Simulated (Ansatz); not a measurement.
Program: Ansatz. Geometries: PBE0-D4/def2-TZVP. ΔE: electronic, gas phase. CCSD(T)/CBS adds triple-zeta CCSD(T) − MP2 to the extrapolated MP2 energy (def2 sets, frozen cores). This one scheme is used for every species. Functionals use def2-TZVPP. One conformer a species, not always the lowest.

Consider the formal hydrolysis of a C–F bond: `BC(F)[SiH3]` + H₂O → `BC(O)[SiH3]` + H–F.

`BC(F)[SiH3]`:

```xyz
10

B     0.368   -1.162    0.830
C     0.833   -0.174   -0.225
F     1.153   -0.679   -1.480
Si   -0.764    0.917   -0.384
H     0.177   -0.736    1.933
H     0.089   -2.289    0.552
H     1.605    0.543    0.079
H    -0.709    1.550   -1.723
H    -0.757    1.937    0.693
H    -1.995    0.092   -0.275
```

H₂O:

```xyz
3

O     0.301   -0.010   -0.247
H     0.032    0.718    0.318
H    -0.333   -0.708   -0.071
```

`BC(O)[SiH3]`:

Cartesian coordinates in Å:
```
B 0.337 -1.246 -0.784
C 0.705 -0.226 0.273
O 1.719 0.699 -0.042
Si -1.057 0.615 0.250
H -0.433 -2.111 -0.474
H 0.696 -1.128 -1.917
H 0.766 -0.616 1.299
H 1.715 1.408 0.607
H -0.809 1.999 0.737
H -1.647 0.694 -1.112
H -1.993 -0.087 1.162
```

H–F:

```xyz
2

F     0.093   -0.237    0.383
H    -0.093    0.237   -0.383
```

```
         level  ΔE (kJ/mol)  difference from CCSD(T)/CBS
        PBE-D4         -2.3                         -0.1
     revPBE-D4         -4.3                         -2.1
    r2SCAN0-D4          0.3                          2.5
      BHLYP-D4          6.1                          8.3
       ωB97X-V          4.5                          6.7
          PBE0         -0.4                          1.8
   HF/def2-SVP         13.2                         15.4
 HF/def2-TZVPP         15.1                         17.3
  HF/CBS(def2)         15.3                         17.5
CCSD/CBS(def2)          0.4                          2.6
   CCSD(T)/CBS         -2.2                            0
```

Largest T1 diagnostic among the species: 0.013.

In def2-TZVPP, CCSD(T) changes the Hartree–Fock value by −17.6 kJ/mol (the triples alone add −2.6 kJ/mol) and MP2 by −22.4 kJ/mol. Leaving LDA and LC-ωPBE aside and taking each functional with its dispersion term where it has one, the values, not all of them listed here, spread over 10.7 kJ/mol, from revPBE-D4 to CAM-B3LYP-D4. LDA lies −8.1 kJ/mol from PBE without D4.
